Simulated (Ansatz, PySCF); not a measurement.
C4H4F2, SMILES FC1=CC[C@H]1F. Atoms are numbered in the order given.

```xyz
10

F      1.8748    -0.5032    -0.2788
C      0.6552    -0.0209    -0.3635
C     -0.0873     0.4673    -1.3618
C     -1.2647     0.7216    -0.4399
C     -0.3411     0.2532     0.7188
F     -0.7845    -0.8137     1.4443
H      0.0855     0.6597    -2.4210
H     -2.1188     0.0400    -0.5705
H     -1.6269     1.7602    -0.3710
H     -0.0544     1.0554     1.4209
```

The structure is a stationary point at PBE0-D3(BJ)/def2-SVP. The structure was generated by enumeration; whether it is a known compound was not checked.

Two levels are set side by side: PBE-D3(BJ)/def2-SVP (Ansatz, a quantum-chemistry and plane-wave program) and PBE0-D3(BJ)/def2-SVP (Ansatz). Each level has its own optimised geometry; the coordinates shown are those of the second. Frequencies come from the Hessian of PySCF at each geometry. Differences are taken from unrounded values.

| quantity | PBE0-D3(BJ) | PBE-D3(BJ) | PBE-D3(BJ) minus PBE0-D3(BJ) |
|---|---|---|---|
| mean bond length (Å) | 1.298 | 1.309 | 0.011 |
| bond F1–C2 (Å) | 1.314 | 1.329 | 0.014 |
| bond C2–C3 (Å) | 1.337 | 1.350 | 0.013 |
| bond C2–C5 (Å) | 1.496 | 1.507 | 0.010 |
| bond C3–C4 (Å) | 1.517 | 1.525 | 0.008 |
| bond C4–C5 (Å) | 1.554 | 1.568 | 0.014 |
| bond C5–F6 (Å) | 1.364 | 1.380 | 0.016 |
| bond C3–H7 (Å) | 1.090 | 1.098 | 0.008 |
| bond C4–H8 (Å) | 1.101 | 1.109 | 0.008 |
| bond C4–H9 (Å) | 1.102 | 1.111 | 0.009 |
| bond C5–H10 (Å) | 1.104 | 1.114 | 0.010 |
| highest harmonic wavenumber (cm⁻¹) | 3262 | 3168 | -94 |
| mean harmonic wavenumber (cm⁻¹) | 1326 | 1274 | -52 |
| zero-point energy (kcal/mol) | 45.50 | 43.72 | -1.78 |

Exact exchange shortens and stiffens bonds; PBE has none. Differences between two approximate levels are no errors against the true value.
